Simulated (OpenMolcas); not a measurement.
Fe3+.

| Quantity | Value |
| --- | --- |
| Program | OpenMolcas |
| Basis | ANO-R2 [6s5p4d2f1g] |
| Scalar Hamiltonian | X2C, finite nucleus |
| Active space | 11 electrons in 8 orbitals (RAS1 3p, at most 2 holes; RAS2 3d) |
| State averaging | 2S+1 = 6 even, 1 root; 2S+1 = 4 even, 24 roots; 2S+1 = 2 even, 53 roots |
| Spin-orbit coupling | RASSI with atomic mean-field integrals over the reference wave functions, term energies averaged over their components |

Two sets of levels on these reference wave functions, in cm⁻¹ above 3d⁵ ⁶S_5/2: one from RASSCF and one from MS-RASPT2, IPEA 0.25 Eh, imaginary shift 0.1 Eh (closed shells correlated: 3s).

```
            Level  Set 1  Set 2
       3d⁵ ⁶S_5/2    0.0    0.0
       3d⁵ ⁴G_5/2  33200  38250
       3d⁵ ⁴G_7/2  33240  38280
      3d⁵ ⁴G_11/2  33240  38290
       3d⁵ ⁴G_9/2  33250  38300
       3d⁵ ⁴P_5/2  36620  39140
       3d⁵ ⁴P_3/2  36690  39190
       3d⁵ ⁴P_1/2  36770  39240
       3d⁵ ⁴D_7/2  40120  45250
       3d⁵ ⁴D_1/2  40190  45300
       3d⁵ ⁴D_3/2  40270  45340
       3d⁵ ⁴D_5/2  40290  45350
3d⁵ ²D_5/2 [71 %]  51590  55780
      3d⁵ ²I_11/2  48400  56020
      3d⁵ ²I_13/2  48480  56100
       3d⁵ ²D_3/2  52160  56340
```

Question: Which set is which?

Answer: Set 1 is MS-RASPT2. Its levels of the other terms of 3d⁵ lie at 0.86 to 0.94 of the other set's values, as expected, since terms of lower spin or lower L gain more correlation energy than the Hund ground term. Against 8 measured levels (Corliss and Sugar, J. Phys. Chem. Ref. Data 11, 135 (1982)) the mean absolute deviation is 1500 cm-1 with it and 5400 cm-1 without; single levels miss by up to 2100 cm-1 with it.

CASPT2 breaks the degeneracy within a term, and the mean is taken; among the terms shown or strongly mixed into the levels shown the widest spread is 670 cm-1 (3d⁵ ²I, MS-RASPT2). Active for correlation alone: 3p; no level in the range computed is led by a configuration that opens it, so any true level of that kind is missing. Without dynamic correlation excited terms often stand tens of per cent too high (terms of higher spin than the ground term too low), and those without a measured partner can miss by more than the paired ones (holds for RASSCF). Measured partners are found by configuration, term and J. A level has none where our copy of the source lacks it or the pairing is in doubt (some pairs that miss far off the trend of their configuration count as doubtful), and it then counts in no deviation. Only configurations of the active space appear. Levels that lie high or do not pair safely by name in every column are left out.

A share in square brackets marks a mixed level and gives the weight of the term that names it, the lowest over the columns.
